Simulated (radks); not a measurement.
Ta2+, configuration [Xe] 4f14 5d3 (the NIST ground configuration). Calculated with a radial shooting solver on a logarithmic mesh with Libxc functionals: scalar-relativistic Kohn-Sham, r2SCAN, spin-polarised, spherical densities, finite nucleus; open shells are filled with parallel spins first (spin-orbit coupling, left out, can overturn this in heavy ions); meta-GGA in the generalised Kohn-Sham scheme; Fermi nuclear charge, rms radius 5.3507 fm.

Normalised radial functions P(r) = r R(r), r in bohr:

```
   r/bohr * 5p up, o 4f up (the largest magnitude, 1.26, reaches the edge; | marks zero, & curves that meet)
 0.001071                             &
 0.001429                             &
 0.001921                             &
 0.002563                             &
 0.003445                             &
 0.004595                             &
 0.006178                             o*
  0.00824                             o*
  0.01108                             o *
  0.01478                             o *
  0.01971                             o  *
   0.0265                             o   *
  0.03534                             o    *
  0.04751                             o    *
  0.06337                             |o *
   0.0852                            *| o
   0.1136                        *    |    o
   0.1528                      *      |        o
   0.2038                         *   |              o
    0.274                             |    *               o
   0.3654                             |          *              o
   0.4913                             |      *                   o
   0.6553                       *     |                      o
    0.881           *                 |                o
    1.175       *                     |         o
     1.58            *                |    o
    2.107                    *        | o
    2.833                          *  |o
    3.778                            *o
     5.08                             &
    6.775                             &
```

5p up: eigenvalue -56.847 eV, 3 radial nodes at r = 0.0804, 0.234, 0.584 bohr, <r> = 1.30 bohr, 90 % of the charge inside 1.90 bohr. 4f up: eigenvalue -40.420 eV, 0 radial nodes, <r> = 0.642 bohr, 90 % of the charge inside 1.08 bohr.
